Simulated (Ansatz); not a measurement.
A nudged elastic band was laid between two geometries of BrGeH3 + H2S (8 atoms, charge 0, multiplicity 1).

Computed with RKS PBE-D4/def2-SVP (Ansatz).

```json
{
 "movable images": "5",
 "climbing image": "yes",
 "spring": "5.0 eV/Å²",
 "optimiser": "quadratic models (default)",
 "start path": "through a guess of the saddle point",
 "force threshold": "0.05 eV/Å",
 "iteration limit": "60",
 "end points": "relaxed"
}
```

Initial state:

```xyz
8
Properties=species:S:1:pos:R:3
Ge -0.286 0.509 -1.263
Br 1.264 1.674 0.054
H 0.335 -0.862 -1.608
H -0.491 1.376 -2.531
H -1.593 0.385 -0.450
H 1.155 -0.773 1.515
S 0.157 -1.649 1.831
H -0.541 -0.660 2.451
```

Final state:

```xyz
8
Properties=species:S:1:pos:R:3
Ge -0.740 -0.211 -0.879
Br 2.653 1.320 0.733
H 0.174 -0.946 -1.882
H -0.492 1.315 -0.874
H -2.232 -0.542 -1.134
H 1.634 0.301 1.043
S -0.131 -1.066 1.136
H -0.866 -0.171 1.855
```

(1) What changes between the two ends?

(2) Give the energies along the band, and the barrier.

(3) What is the geometry of the highest image?

(4) What are the harmonic wavenumbers there?

## Answers

(1) Bonds broken: Ge1–Br2, H6–S7. Bonds formed: Ge1–S7, Br2–H6. BrGeH3 + H2S becomes BrH + GeH4S.

(2) It converged. The highest image is number 3 of 0 to 6, 26.0 kcal/mol above the first end and 21.6 kcal/mol above the last; the last end lies 4.4 kcal/mol above the first. A vibrational analysis at the climbing image gives one clearly imaginary mode, 293i cm⁻¹: a first-order saddle point. The orbitals stay closed-shell, which can raise the energy where a bond breaks towards radicals; this wasn't checked here.

```
image  path coordinate (Å)  energy (kcal/mol)  Ge1–Br2 (Å)  H6–S7 (Å)  Ge1–S7 (Å)
    0                 0.00                0.0         2.34       1.36        3.80
    1                 0.87                0.9         2.35       1.37        3.78
    2                 1.74               12.1         2.43       1.38        3.21
    3                 2.62               26.0         2.80       1.49        2.61
    4                 3.17               16.6         3.15       1.79        2.39
    5                 3.72                6.5         3.57       2.05        2.30
    6                 4.27                4.4         4.06       2.23        2.27
```

(3) 
```xyz
8
Properties=species:S:1:pos:R:3
Ge -0.398 0.118 -0.902
Br 1.924 1.194 0.234
H 0.424 -0.755 -1.873
H -0.605 1.603 -1.295
H -1.851 -0.458 -0.796
H 1.183 -0.278 1.236
S -0.001 -1.175 1.328
H -0.677 -0.250 2.067
```

(4) 293i, 131, 192, 224, 260, 441, 533, 574, 733, 771, 819, 931, 1050, 1461, 2003, 2070, 2131, 2620 cm⁻¹.

The run took 2.5 min on 2 threads of Arm Neoverse V1 (shared host), peak memory 0.16 GiB.
